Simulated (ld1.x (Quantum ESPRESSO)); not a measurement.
Plane-wave convergence, ultrasoft potential for N (Z = 7)

- Element: nitrogen
- Generator: ld1.x (Quantum ESPRESSO) 7.5
- Type: ultrasoft
- Functional: PBE
- Relativity: scalar-relativistic
- Frozen core: [He]
- Valence charge: 5
- Reference configuration: 2s2 2p3
- Partial waves: 2s (bound): rcut 0.70, rcutus 0.95 bohr; 2s channel at -0.3 Ry: rcut 0.70, rcutus 0.95 bohr; 2p (bound): rcut 1.15, rcutus 1.45 bohr; 2p channel at 1.25 Ry: rcut 1.15, rcutus 1.45 bohr
- Local potential: all-electron potential smoothed inside 0.85 bohr (lloc = -1)
- Core correction: Bessel-smoothed model core inside 0.65 bohr
- Augmentation charge: PSQ, radius 0.65 bohr

The pseudo-atom Hamiltonian at the reference potential is diagonalised in spherical Bessel functions j_l(qr) that vanish at 20 bohr, with q² up to the cutoff. All-electron valence levels (Ry): 2s -1.3658, 2p -0.5211.

**Question.** How do the lowest levels (Ry) of each channel move with the cutoff, and are there ghosts?

**Answer.**

| cutoff (Ry) | s #1 | s #2 | p #1 | p #2 | d #1 | d #2 | f #1 | f #2 | Σ f·Δε (mRy) |
| --- | --- | --- | --- | --- | --- | --- | --- | --- | --- |
| 8 | -1.3477 | -0.0132 | -0.1928 | 0.0440 | 0.0769 | 0.1803 | 0.1195 | 0.2582 | 1021.2 |
| 12 | -1.3553 | -0.0135 | -0.3320 | 0.0397 | 0.0768 | 0.1802 | 0.1195 | 0.2582 | 588.3 |
| 18 | -1.3568 | -0.0135 | -0.4614 | 0.0371 | 0.0768 | 0.1802 | 0.1195 | 0.2582 | 197.2 |
| 25 | -1.3606 | -0.0137 | -0.5113 | 0.0363 | 0.0768 | 0.1802 | 0.1195 | 0.2582 | 40.1 |
| 30 | -1.3631 | -0.0138 | -0.5189 | 0.0361 | 0.0768 | 0.1802 | 0.1195 | 0.2582 | 12.1 |
| 40 | -1.3654 | -0.0139 | -0.5209 | 0.0361 | 0.0768 | 0.1802 | 0.1195 | 0.2582 | 1.5 |
| 50 | -1.3656 | -0.0139 | -0.5210 | 0.0361 | 0.0768 | 0.1802 | 0.1195 | 0.2582 | 0.9 |
| 60 | -1.3656 | -0.0139 | -0.5211 | 0.0361 | 0.0768 | 0.1802 | 0.1195 | 0.2582 | 0.6 |
| 400 | -1.3658 | -0.0139 | -0.5211 | 0.0361 | 0.0768 | 0.1802 | 0.1195 | 0.2582 | 0.0 |

Result: no extra level below or beside the all-electron valence levels (s, p, d, f tested); 10 mRy is reached at 35 Ry and 1 mRy at 50 Ry.
